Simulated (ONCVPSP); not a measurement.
# LDA (Perdew-Wang 92) ONCV dataset for Cl, scalar-relativistic all-electron reference.

Cl, optimised norm-conserving Vanderbilt (ONCV), made with ONCVPSP 4.0.1 (LDA (Perdew-Wang 92), scalar-relativistic). Core [Ne], reference 3s2 3p5. Waves: 3s: rc 1.05 bohr, ncon 4, nbas 8, qcut 5.2 1/bohr, 3 projectors, debl 0.9 Ha; 3p: rc 1.55 bohr, ncon 3, nbas 7, qcut 4.6 1/bohr, 2 projectors, debl 3.6 Ha; d scattering state at 0.37 Ha: rc 1.55 bohr, ncon 5, nbas 8, qcut 5.2 1/bohr, 2 projectors, debl 2.3 Ha. Local part: polynomial inside 0.85 bohr (lpopt 5, dvloc0 6 Ha). Core correction: Teter function fitted to the true core (icmod 2), fcfact 0.4.

Results:

```
Cutoffs needed             : 50 Ha and 153 Ha (the cutoffs (Ha) at which the residual kinetic energy of the hardest occupied pseudo-wave falls to 1 and 0.1 mHa per electron)
Ghost test                 : ghosts flagged at negative energy: s at -256.9 eV; GHOST(+) flagged for s at 230.2 eV; a true bound ghost makes a file unfit for plane-wave use
Largest excitation error   : +36 meV (all-electron minus pseudo) for 3s2 3p2, out of 4 test configurations
rms error of d²Exc/dni dnj : 3.26 mHa without and 0.67 mHa with the model core
```

Generation and tests took about 2.9 s on one core of a shared server CPU.
